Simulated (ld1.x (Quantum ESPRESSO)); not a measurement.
**germanium, TM: configuration errors across variants**

```
Element                 : germanium (Ge)
Generator               : ld1.x (Quantum ESPRESSO) 7.5
Type                    : norm-conserving Troullier–Martins (Kleinman–Bylander form)
Functional              : PBEsol
Relativity              : fully relativistic
Frozen core             : [Ar] 3d10
Valence charge          : 4
Reference configuration : 4s1.75 4p2.25
Partial waves           : 4p (bound): rc 1.45 bohr; 4d channel at 0.05 Ry: rc 1.20 bohr; 4s (bound): rc 1.25 bohr
Local potential         : the s channel
Core correction         : a·sin(br)/r model core inside 0.90 bohr
```

Open shells are filled in proportion to 2j + 1 (rel_dist='average').

All-electron excitation energies from the reference (eV): (1) 4s2 4p2 -1.969; (2) 4s2 4p1 5.486; (3) 4s2 4p0 20.938; (4) 4s2 4p1.5 0.836; (5) 4s0 4p4 14.236; (6) 4s2 4p2.3 -2.853; (7) 4s1 4p3 6.008.

A true bound ghost makes a file unfit for plane-wave use even where its test errors are small: the radial tests pick states by their node count and pass the ghost by.

Errors AE − PS in meV (a dash: test not solved or not reliable):

```tsv
change	(1)	(2)	(3)	(4)	(5)	(6)	(7)	bound ghosts
base	-0.7	-3.0	-30	-0.4	-48	-1.4	-7.8	p3/2, p1/2
wave 4p (bound): rc 1.45 bohr becomes 4p (bound): rc 1.00 bohr	-1.0	-18	-68	-4.7	-70	–	-12	not determined
wave 4p (bound): rc 1.45 bohr becomes 4p (bound): rc 1.40 bohr	-0.7	-3.0	-30	-0.4	-47	-1.4	-7.6	p3/2, p1/2
wave 4p (bound): rc 1.45 bohr becomes 4p (bound): rc 1.62 bohr	-0.8	-3.4	-31	-0.7	-53	-1.4	-8.7	p3/2, p1/2
wave 4p (bound): rc 1.45 bohr becomes 4p (bound): rc 1.96 bohr	-0.9	-3.8	-31	-0.9	-57	-1.4	-9.4	p3/2, p1/2
wave 4p (bound): rc 1.45 bohr becomes 4p (bound): rc 2.12 bohr	-0.9	-3.8	-32	-0.9	-55	-1.4	-9.0	p3/2, p1/2
```

(1) Give the same row for: wave 4p (bound): rc 1.45 bohr becomes 4p (bound): rc 1.22 bohr.

## Answers

(1) -0.7, -4.3, -34, -0.4, -49, -1.7, -7.8; bound ghosts: p3/2, p1/2.
